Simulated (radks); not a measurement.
Results of a calculation; reference values are marked as such.
Coulomb parameter of the 4d shell of the palladium ion Pd+ in the model configuration [Kr] 4d8 5p1, as a second difference U = [E(n + 0.5) + E(n - 0.5) - 2 E(n)] / (0.5)^2 with all orbitals relaxed. "Bare": the charge of the atom changes with n. "Screened": the 5p shell takes up the change at fixed total charge, which measures U(4d,4d) + U(5p,5p) - 2 U(4d,5p). Code: a radial shooting solver on a logarithmic mesh with Libxc functionals. Model: scalar-relativistic Kohn-Sham, PBE, spin-unpolarised, spherical densities, finite nucleus; Fermi nuclear charge, rms radius 4.5318 fm.

| case | configuration | E - E(n) (eV) |
|---|---|---|
| start | [Kr] 4d8 5p1 | 0.000 |
| bare +0.5 | [Kr] 4d8.5 5p1 | -8.220 |
| bare -0.5 | [Kr] 4d7.5 5p1 | 11.242 |
| screened +0.5 | [Kr] 4d8.5 5p0.5 | -5.310 |
| screened -0.5 | [Kr] 4d7.5 5p1.5 | 6.112 |

U(bare) = 12.089 eV, U(screened by 5p) = 3.208 eV, against the Slater integral F0(4d,4d) = 17.818 eV with frozen orbitals.
